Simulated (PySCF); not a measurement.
C4H5BO, SMILES C#CB1COC1. Coordinates come from a r2SCAN-D4/def2-SVP optimisation. This is a generated structure with no PubChem entry under its InChIKey; it may be hypothetical.

All values below come from PySCF 2.14.0 with r2SCAN-D4/def2-SVP.

Harmonic wavenumbers (cm⁻¹): 104, 147, 196, 363, 454, 478, 504, 645, 771, 786, 877, 940, 975, 1049, 1125, 1158, 1174, 1216, 1331, 1392, 1426, 2137, 2983, 2998, 3033, 3037, 3460. Rotational constants (GHz): 11.99, 2.058, 1.796; symmetry number 2.

Problem. Work out the zero-point energy and the ideal-gas rigid-rotor harmonic-oscillator thermochemistry at 298.15 K and 1 atm.

Solution. ZPE = ½ Σ hcν = ½ × 34757 cm⁻¹ = 207.90 kJ/mol. H − E(el) = 227.26 kJ/mol. Entropy in J/(mol K): translation 163.38, rotation 104.64, vibration 54.64, total 322.66. G − E(el) = 131.06 kJ/mol. Cp = 101.96 J/(mol K). Modes under 150 cm⁻¹ make the vibrational entropy uncertain.
